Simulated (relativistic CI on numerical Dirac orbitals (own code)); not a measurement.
# What each ingredient does to the levels of Pt50+

Base calculation: Dirac-Coulomb-Breit CI, orbitals from a KLI potential per configuration, a model potential for QED, unscaled Slater integrals.

CI space (outside the closed core [Ne]): 3s2.3p6.3d10, 3s2.3p6.3d9.4s, 3s2.3p6.3d9.4p, 3s2.3p6.3d9.4d, 3s2.3p5.3d10.4s, 3s2.3p6.3d9.4f, 3s2.3p5.3d10.4p, 3s2.3p6.3d8.4s2, 3s2.3p5.3d10.4d, 3s2.3p6.3d8.4s.4p, 3s.3p6.3d10.4s, 3s2.3p6.3d9.5s, 3s2.3p5.3d10.4f, 3s2.3p6.3d8.4p2, 3s2.3p6.3d8.4s.4d, 3s2.3p6.3d9.5p. Levels of other configurations are missing.

The lowest level and the first level of each name with at least 55 % of one term (blank where a level has no safe partner in the second run):

```tsv
Level	Base (eV)	Shift (eV)
3s2.3p6.3d10 1S_0	0.00	0.00
3s2.3p6.3d9.4s 3D_3	1797.57	-1.95
3s2.3p6.3d9.4s 1D_2	1799.61	-1.95
3s2.3p6.3d9.4s 3D_1	1883.51	-2.16
3s2.3p6.3d9.4s 3D_2	1884.80	-2.16
3s2.3p6.3d9.4p 3F°_2	1989.84	-0.46
3s2.3p6.3d9.4p 3F°_4	2039.86	-0.37
3s2.3p6.3d9.4p 1P°_1	2043.21	-0.37
3s2.3p6.3d9.4p 3D°_3	2045.46	-0.37
3s2.3p6.3d9.4p 3P°_0	2122.33	-0.58
3s2.3p6.3d9.4d 1P_1	2226.98	-0.11
3s2.3p6.3d9.4d 3G_5	2228.75	-0.11
3s2.3p6.3d9.4d 3D_3	2233.14	-0.11
3s2.3p6.3d9.4d 3F_4	2235.19	-0.11
```

At this charge energies of transitions that change n are usually good to better than 1 %, and those within a shell (Δn = 0) to a few per cent.

(1) One thing was changed in a second run, which moved the levels as shown. Which?
A. P86 correlation estimate
B. configuration mixing switched off
C. only the first 3 configurations
D. Breit term removed
E. QED terms removed

## Answers

(1) E. QED terms removed. QED shifts follow the density of s (and p1/2) electrons at the nucleus, so configurations move by their count of such electrons; where none moves, the smaller shifts of p3/2 electrons and of j = l + 1/2 against j = l − 1/2 set the pattern.

LS names give the leading component of a level, which can be under half, so a name can repeat, a term be missing and a line seem to break the LS rules.
